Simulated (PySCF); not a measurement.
**The electron affinity along the 4d series**

Calculated with PySCF 2.14 from differences of total energies of unrestricted determinants, without spin-orbit coupling. Values in eV. The last column holds reference values (measured affinities from photodetachment; the arrow runs from anion to atom). Unmarked ones compare directly (S terms, centres of terms, or small fine structure); those marked * lie between the lowest fine-structure levels and include a spin-orbit shift.

```csv
element,configurations,UHF,LDA,PBE,r2SCAN,MP2 (valence),CCSD(T) (valence),reference
"Zr (aug-cc-pVTZ-DK, spin-free X2C)",[Kr] 4d3 5s2 → [Kr] 4d2 5s2,-0.209,0.957,0.845,0.942,-0.165,0.276,0.433 *
"Nb (aug-cc-pVTZ-DK, spin-free X2C)",[Kr] 4d4 5s2 → [Kr] 4d4 5s1,-0.231,0.931,0.633,0.450,0.260,0.820,0.917 *
"Mo (aug-cc-pVTZ-DK, spin-free X2C)",[Kr] 4d5 5s2 → [Kr] 4d5 5s1,-0.275,0.819,0.486,0.330,0.176,0.664,0.747
"Tc (aug-cc-pVTZ-DK, spin-free X2C)",[Kr] 4d6 5s2 → [Kr] 4d5 5s2,-0.907,1.150,1.038,0.791,-0.009,0.303,n/a
"Ru (aug-cc-pVTZ-DK, spin-free X2C)",[Kr] 4d7 5s2 → [Kr] 4d7 5s1,-0.136,1.248,0.982,0.840,0.566,0.959,1.046 *
"Rh (aug-cc-pVTZ-DK, spin-free X2C)",[Kr] 4d8 5s2 → [Kr] 4d8 5s1,-0.068,1.388,1.129,1.005,0.756,1.060,1.143 *
"Pd (aug-cc-pVTZ-DK, spin-free X2C)",[Kr] 4d10 5s1 → [Kr] 4d10,-0.236,n/a,n/a,n/a,0.231,0.450,0.562
```

The highest occupied level of the anion is positive for Zr⁻ at UHF, LDA, PBE, r2SCAN; Nb⁻ at UHF, LDA, PBE, r2SCAN; Mo⁻ at UHF, LDA, PBE, r2SCAN; Tc⁻ at UHF, LDA, PBE, r2SCAN; Ru⁻ at UHF, LDA, PBE, r2SCAN; Rh⁻ at LDA, PBE, r2SCAN; Pd⁻ at UHF, LDA, PBE, r2SCAN, so there the basis helps to hold the electron.

"Valence" correlates the outer s and p shells and, in groups 3 to 12 and the f block, the outer d or f shell, open or full, or the next shell where the ion has no valence electron left; the wider scheme adds the next inner shell.
